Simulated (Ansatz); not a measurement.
Gas-phase electronic energies from Ansatz, PBE0-D4/def2-TZVP geometries. CCSD(T)/CBS adds triple-zeta CCSD(T) − MP2 to the extrapolated MP2 energy (def2 sets, frozen cores). DFT in def2-TZVPP. B3LYP here is the variant with VWN-RPA as its local correlation; programs differ in this. No spin–orbit coupling; open shells (•) take unrestricted orbitals. For Se outer-core shells are correlated without core-valence functions, which leaves a few kJ/mol of doubt a bond. Scalar relativity is left out up to krypton. One conformer a species, not always the lowest.

Consider the homolysis of the Se–Si bond: `F[Si](F)([SeH])[SeH]` → `[SeH]`• + `F[Si](F)[SeH]`•.

(1) What is ΔE at CCSD(T)/CBS? (Best estimate.)

(2) What do these levels give: r2SCAN-D4, B97M-V, r2SCAN0-D4, BHLYP-D4, B2PLYP, PBE-QIDH, B3LYP, r2SCANh, CAM-B3LYP, CCSD/def2-SVP, CCSD(T)/def2-SVP, HF/def2-QZVPP? (Best estimate.)

Largest T1 diagnostic among the species: 0.013.

## Answers

(1) The calculation gave: +87.9 kcal/mol.

(2) The calculation gave: r2SCAN-D4 82.2, B97M-V 84.0, r2SCAN0-D4 81.9, BHLYP-D4 81.1, B2PLYP 80.7, PBE-QIDH 85.4, B3LYP 76.3, r2SCANh 81.4, CAM-B3LYP 78.6, CCSD/def2-SVP 77.1, CCSD(T)/def2-SVP 78.6, HF/def2-QZVPP 58.2 kcal/mol.

The D4 term adds +4.3 kcal/mol with B3LYP and +2.3 kcal/mol with PBE0; it sums over pairs of atoms, weighted by their polarisabilities, and B3LYP, whose exchange is more repulsive, gets the larger term. From BLYP to BHLYP (50 % exact exchange), in def2-TZVPP and without D4, ΔE moves by +3.9 kcal/mol. At CCSD(T), def2-SVP lies −9.3 kcal/mol from the extrapolated value and def2-TZVPP −4.0 kcal/mol: correlation converges slowly with the basis, and small sets miss more of it in the bonded molecule than in its fragments.
